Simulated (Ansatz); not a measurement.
FeBr2. Charge 0, multiplicity 5. Geometry PBE-D4/def2-TZVP, basis def2-TZVP, Ansatz.

| run | HOMO (eV) | LUMO (eV) |
| --- | --- | --- |
| A | -11.25 | 0.49 |
| B | -5.60 | -5.05 |
| C | -6.15 | -4.92 |
| D | -8.02 | -4.26 |
| E | -7.21 | -4.36 |
| F | -8.58 | -3.50 |

B3LYP takes the VWN-RPA correlation.

HOMO and LUMO are taken over both spins.

Task: The runs used B3LYP, HF, r2SCAN, r2SCAN0, r2SCANh, revPBE. Estimate which is which.

Result: A HF (100 % exact exchange); B revPBE (0 % exact exchange); C r2SCAN (0 % exact exchange); D B3LYP (20 % exact exchange); E r2SCANh (10 % exact exchange); F r2SCAN0 (25 % exact exchange). Exact exchange lowers occupied and raises empty levels; among semilocal functionals meta-GGAs tend to open the gap a little, and such runs are hard to tell apart. The gap grows from 0.55 eV (revPBE) to 11.74 eV (HF).
